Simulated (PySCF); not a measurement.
C₄H₇O (SMILES [CH]1CCOC1), doublet, at a GFN2-xTB geometry. Base run: B3LYP/3-21G (PySCF).

Input for PySCF:
```python
from pyscf import gto, scf, dft

mol = gto.Mole()
mol.atom = '''
    C     0.39615140   -1.17435019   -0.08488802
    C     1.24097810   -0.03210821    0.32662047
    C     0.19419249    1.08466725    0.46820673
    O    -0.88767801    0.72850739   -0.37076340
    C    -0.95889722   -0.68402581   -0.41439081
    H     0.71474834   -2.19101429   -0.17726762
    H     1.78917659   -0.20931134    1.25589251
    H     1.98423700    0.21871540   -0.44345930
    H     0.54855254    2.06541774    0.14884975
    H    -0.14825554    1.15023996    1.51220609
    H    -1.30758986   -0.97637199   -1.41435287
    H    -1.71399345   -1.05083300    0.31094843
'''
mol.basis = '3-21g'
mol.spin = 1
mol.verbose = 4
mol.build()

mf = dft.UKS(mol)
mf.xc = 'b3lyp'
mf.kernel()
mo_i, mo_e, stable_i, stable_e = mf.stability(internal=True, external=False, return_status=True, nroots=6, tol=1e-6)
print('internally stable:', stable_i, ' externally stable:', stable_e)
if not stable_i:
    umf = mf.copy()
    umf.scf_summary = {}
    umf.kernel(umf.make_rdm1(mo_i, mf.mo_occ))
mf.analyze()
```

The bond that is stretched is that between atoms 8 and 2. A test that says stable can miss a lower solution.

Each row names what was changed in the base input (with any setting that the change needs).

```csv
change,ΔE vs base (kcal/mol),<S^2>,stability test says
base,0.000,0.754,internally stable (external not tested)
bond × 1.25,15.29,0.756,internally stable (external not tested)
bond × 1.5,39.10,0.776,internally stable (external not tested)
bond × 1.8,59.10,0.838,internally stable (external not tested)
bond × 2.2,68.7,0.813,internally stable (external not tested)
bond × 3.0,71.5,0.751,internally stable (external not tested)
```

On stretching, the SCF can end on different states; <S^2> shows the spin contamination of each.
